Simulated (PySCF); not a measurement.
A geometry optimisation, step by step.

Species: C₃H₆Ge.
Atom-mapped SMILES: `[CH:1]#[C:2][GeH2:3][CH3:4]` (hydrogens: H5 on C1; H6, H7 on Ge3; H8, H9, H10 on C4)

Method: PBE0-D3(BJ)/def2-SVP geometry optimisation, gas phase (PySCF); density fitting, grid level 1; the optimiser is geomeTRIC in internal coordinates, started from a GFN2-xTB structure with every atom displaced at random (about 0.01 Å). The frame can shift and turn from step to step; on so coarse a grid that alone can change the energy by a few meV, and forces under 0.02 eV/Å are noise.

Step 0: E = -59704.6057 eV, largest atomic force 4.501 eV/Å
```
atom  x, y, z in Å  |  force x, y, z in eV/Å
C1      2.186   -1.581    0.179   -2.847   3.423  -0.662
C2      1.407   -0.638   -0.002    1.176  -1.573   0.274
Ge3     0.180    0.800   -0.279    0.556  -0.270   0.402
C4     -1.598    0.231    0.143   -0.948   0.069   0.669
H5      2.830   -2.362    0.319    1.590  -1.907   0.361
H6      0.336    1.248   -1.702   -0.036   0.159  -0.734
H7      0.661    1.930    0.610    0.031   0.331   0.307
H8     -1.915   -0.585   -0.507    0.001  -0.278  -0.180
H9     -1.699   -0.107    1.196    0.243   0.034  -0.340
H10    -2.338    1.043    0.022    0.233   0.012  -0.097
```

Step 1: E = -59704.7160 eV, largest atomic force 0.627 eV/Å
```
atom  x, y, z in Å  |  force x, y, z in eV/Å
C1      2.015   -1.653    0.183    0.592  -0.204   0.020
C2      1.426   -0.607   -0.011   -0.322  -0.013  -0.021
Ge3     0.234    0.861   -0.284    0.074  -0.022  -0.004
C4     -1.560    0.235    0.153   -0.072   0.086  -0.043
H5      2.649   -2.521    0.336   -0.328   0.222  -0.026
H6      0.349    1.314   -1.754   -0.025  -0.036   0.064
H7      0.676    2.018    0.633   -0.028  -0.022  -0.008
H8     -1.845   -0.598   -0.503    0.050  -0.028  -0.009
H9     -1.594   -0.108    1.195    0.044  -0.043   0.053
H10    -2.300    1.038    0.032    0.015   0.061  -0.026
```

Step 2: E = -59704.7270 eV, largest atomic force 0.279 eV/Å
```
atom  x, y, z in Å  |  force x, y, z in eV/Å
C1      2.038   -1.650    0.177    0.223   0.163  -0.037
C2      1.424   -0.616   -0.012   -0.172  -0.172   0.020
Ge3     0.231    0.850   -0.279    0.076   0.014   0.006
C4     -1.566    0.243    0.153   -0.063   0.026   0.015
H5      2.657   -2.517    0.332   -0.095  -0.018   0.009
H6      0.342    1.300   -1.746   -0.007  -0.004  -0.010
H7      0.671    2.005    0.637   -0.003   0.001   0.009
H8     -1.850   -0.591   -0.505    0.011  -0.006   0.006
H9     -1.601   -0.103    1.196    0.004  -0.007  -0.011
H10    -2.296    1.057    0.026    0.026   0.002  -0.006
```

Step 3: E = -59704.7351 eV, largest atomic force 0.217 eV/Å
```
atom  x, y, z in Å  |  force x, y, z in eV/Å
C1      2.077   -1.642    0.168   -0.030   0.212  -0.034
C2      1.417   -0.637   -0.014   -0.097  -0.103   0.021
Ge3     0.228    0.832   -0.273    0.036   0.048  -0.001
C4     -1.581    0.256    0.154    0.027  -0.035   0.021
H5      2.682   -2.512    0.326    0.092  -0.151   0.024
H6      0.337    1.279   -1.740    0.005   0.012  -0.027
H7      0.675    1.983    0.645    0.012   0.004   0.006
H8     -1.870   -0.575   -0.505   -0.022   0.013   0.005
H9     -1.624   -0.091    1.197   -0.023   0.018  -0.019
H10    -2.289    1.087    0.020    0.000  -0.017   0.005
```

Step 4: E = -59704.7379 eV, largest atomic force 0.134 eV/Å
```
atom  x, y, z in Å  |  force x, y, z in eV/Å
C1      2.098   -1.640    0.163   -0.070   0.113  -0.013
C2      1.406   -0.654   -0.014   -0.033  -0.069   0.016
Ge3     0.226    0.821   -0.270    0.009   0.039  -0.007
C4     -1.591    0.264    0.155    0.046  -0.034   0.009
H5      2.708   -2.508    0.321    0.080  -0.079   0.008
H6      0.337    1.269   -1.737    0.006   0.009  -0.014
H7      0.683    1.967    0.650    0.012   0.002   0.003
H8     -1.890   -0.563   -0.504   -0.020   0.012   0.001
H9     -1.642   -0.082    1.198   -0.017   0.019  -0.010
H10    -2.286    1.105    0.018   -0.012  -0.012   0.007
```

Step 5: E = -59704.7393 eV, largest atomic force 0.030 eV/Å
```
atom  x, y, z in Å  |  force x, y, z in eV/Å
C1      2.108   -1.642    0.159   -0.027  -0.012   0.006
C2      1.393   -0.673   -0.013   -0.006  -0.010   0.003
Ge3     0.225    0.812   -0.268   -0.004   0.013  -0.005
C4     -1.597    0.272    0.156    0.025  -0.007  -0.004
H5      2.734   -2.502    0.314    0.023   0.008  -0.006
H6      0.341    1.262   -1.736    0.004   0.002   0.001
H7      0.694    1.952    0.653    0.005  -0.002   0.000
H8     -1.908   -0.550   -0.503   -0.006   0.004  -0.001
H9     -1.656   -0.072    1.198   -0.003   0.007   0.002
H10    -2.284    1.119    0.019   -0.010  -0.004   0.004
```

Step 6: E = -59704.7396 eV, largest atomic force 0.028 eV/Å
```
atom  x, y, z in Å  |  force x, y, z in eV/Å
C1      2.108   -1.646    0.158   -0.004  -0.028   0.006
C2      1.386   -0.682   -0.013    0.003   0.003  -0.001
Ge3     0.225    0.810   -0.268   -0.003   0.000  -0.002
C4     -1.599    0.276    0.157    0.002   0.007  -0.005
H5      2.745   -2.500    0.310   -0.003   0.021  -0.006
H6      0.344    1.260   -1.735    0.002  -0.001   0.003
H7      0.701    1.945    0.655    0.002  -0.002   0.000
H8     -1.915   -0.544   -0.503    0.002  -0.001   0.000
H9     -1.660   -0.066    1.199    0.003   0.000   0.003
H10    -2.285    1.125    0.020   -0.003   0.000   0.001
```

Step 7: E = -59704.7397 eV, largest atomic force under 0.02 eV/Å
```
atom  x, y, z in Å  |  force x, y, z in eV/Å
C1      2.105   -1.650    0.157    0.004  -0.015   0.002
C2      1.382   -0.686   -0.013    0.001   0.005  -0.002
Ge3     0.225    0.809   -0.268    0.000  -0.002   0.000
C4     -1.600    0.279    0.157   -0.006   0.007  -0.002
H5      2.747   -2.500    0.307   -0.006   0.009  -0.002
H6      0.347    1.259   -1.735    0.000  -0.001   0.002
H7      0.706    1.942    0.655    0.001  -0.001   0.000
H8     -1.917   -0.541   -0.502    0.003  -0.002   0.001
H9     -1.660   -0.063    1.200    0.003  -0.001   0.002
H10    -2.285    1.129    0.021    0.001   0.001   0.000
```

Task: Summarise the path.

Result: The energy falls by 0.1339 eV from step 0 to step 7; nine tenths of that is first reached at step 2. It falls at every step. The largest force goes from 4.501 to under 0.02 eV/Å. Among the bonds C1–H5 changes most, from 1.022 to 1.076 Å; the atoms move by 0.035 Å rms after alignment.

What follows is the cost of the whole optimisation. Hardware: Intel Xeon Platinum 8259CL at 2.50 GHz, one thread (shared host). Cost: 36 s, 0.42 GiB resident at most.
